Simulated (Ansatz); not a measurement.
Input file for Ansatz (a quantum-chemistry and plane-wave program): R-CCSD(T)/cc-pV(D+d)Z on C2H6Si (SMILES C=C[SiH3]), a point of a torsion scan. Files ending in .json are basis or fitting sets from the Basis Set Exchange.

Ansatz 0.2 input:
```yaml
crystal:
  periodic: [false, false, false]
  atoms:
    - {symbol: C, position_ang: [1.52188803, -0.08428509, -0.27599663]}
    - {symbol: C, position_ang: [0.49843620, 0.05568263, 0.55153508]}
    - {symbol: Si, position_ang: [-1.31246671, 0.03503037, 0.03960178]}
    - {symbol: H, position_ang: [1.37847586, -0.19841518, -1.33890854]}
    - {symbol: H, position_ang: [2.54932099, -0.08462671, 0.05792187]}
    - {symbol: H, position_ang: [0.71054082, 0.16671126, 1.60933259]}
    - {symbol: H, position_ang: [-1.87737085, -1.28835178, 0.32256346]}
    - {symbol: H, position_ang: [-1.42352206, 0.31717263, -1.39227862]}
    - {symbol: H, position_ang: [-2.03229484, 1.05183634, 0.81089446]}
basis:
  gaussian:
    orbitals: cc-pV_D+d_Z.json
magnetization: {spin_polarized: false}
correlation: {method: ccsd_t, electrons: outside_noble_gas}
scf: {lower_state_search: off}
```

The log:

```
WARN ansatz: RAYON_NUM_THREADS=1 ignored (pool sized by the plan → 1); use --threads N
Functional definition: HF
these checks for a lower state are left out or cut short: stability, starts, cluster_reference, orbital_swaps, neighbouring_geometries, increment
integrals: 0.07 GiB planned
776 factors; integrals over basis functions are off by at most 1.4e-3 eV
mean field: 0.15 GiB planned
mean field evaluation 1: about -10015.8507 eV, gradient 2.2e1 eV
mean field evaluation 2: about -10015.8530 eV, gradient 2.2e1 eV
mean field evaluation 4: about -10017.6157 eV, gradient 2.5e0 eV
mean field evaluation 8: about -10017.6395 eV, gradient 3.7e-4 eV
mean field -10017.63947091 eV, -368.1414603560 hartree, gradient 1.5e-6 eV, S^2 0.000000; 0 other end points of the search recorded, 0 dependent functions left out
7 core orbitals not correlated
reference -10017.63947091 eV, -368.1414603560 hartree; 9, 9 occupied and 65, 65 virtual orbitals, 776 factors
second order -10.13643768 eV of doubles, -0.00000000 eV of singles
coupled cluster: 0.20 GiB planned
cycle   1  -11.01628305 eV  change   -8.8e-1 eV  update   7.8e-2
cycle   2  -11.41963053 eV  change   -4.0e-1 eV  update   2.7e-2
cycle   3  -11.46437197 eV  change   -4.5e-2 eV  update   9.0e-3
cycle   4  -11.46445453 eV  change   -8.3e-5 eV  update   3.0e-3
cycle   5  -11.46466013 eV  change   -2.1e-4 eV  update   7.4e-4
cycle   6  -11.46461001 eV  change    5.0e-5 eV  update   2.1e-4
cycle   7  -11.46463482 eV  change   -2.5e-5 eV  update   5.5e-5
cycle   8  -11.46464713 eV  change   -1.2e-5 eV  update   1.8e-5
perturbative correction -0.36245092 eV, -0.0133198255 hartree
Total energy: -10029.46656895 eV, -368.5760981923 hartree
Checks for a lower state left out: stability, starts, cluster_reference, orbital_swaps, neighbouring_geometries, increment
```

Self-consistency was reached.

Cost: roughly 4 core-seconds.
